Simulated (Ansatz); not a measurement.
One change: `N#CC(N)(F)[SiH3]` becomes `N#CC(O)(F)[SiH3]`.

Ansatz, PBE0-D4/def2-TZVP geometries, multiplicity 1. Each molecule was computed in one conformer, which needn't be the lowest.

```json
{"property": "size of the dipole moment (B3LYP/def2-TZVPP) / D", "`N#CC(N)(F)[SiH3]`": "3.91"}
{"property": "HOMO–LUMO gap (ωB97M-V/def2-TZVPP) / eV", "`N#CC(N)(F)[SiH3]`": "12.35"}
{"property": "HOMO energy (B3LYP/def2-TZVPP) / eV", "`N#CC(N)(F)[SiH3]`": "-8.42"}
{"property": "HOMO energy (PBE0/def2-TZVPP) / eV", "`N#CC(N)(F)[SiH3]`": "-8.66"}
{"property": "size of the dipole moment (ωB97M-V/def2-TZVPP) / D", "`N#CC(N)(F)[SiH3]`": "3.89"}
{"property": "HOMO energy (ωB97M-V/def2-TZVPP) / eV", "`N#CC(N)(F)[SiH3]`": "-11.00"}
```

(1) What does the change do to each property? (Estimate.)

Answers

(1) Computed: 
| property | `N#CC(O)(F)[SiH3]` | shift |
| --- | --- | --- |
| size of the dipole moment (B3LYP/def2-TZVPP) / D | 2.28 | -1.63 |
| HOMO–LUMO gap (ωB97M-V/def2-TZVPP) / eV | 12.83 | 0.48 |
| HOMO energy (B3LYP/def2-TZVPP) / eV | -9.16 | -0.74 |
| HOMO energy (PBE0/def2-TZVPP) / eV | -9.37 | -0.71 |
| size of the dipole moment (ωB97M-V/def2-TZVPP) / D | 2.27 | -1.62 |
| HOMO energy (ωB97M-V/def2-TZVPP) / eV | -11.63 | -0.63 |

With PBE0 the HOMO falls by 0.71 eV and the LUMO falls by 0.26 eV, so the gap widens by about 0.45 eV. PBE moves the HOMO by -0.74 eV and ωB97M-V by -0.63 eV. Dipoles are sizes alone; their direction can turn.

B3LYP here is the variant with VWN-RPA as its local correlation; programs differ in this.
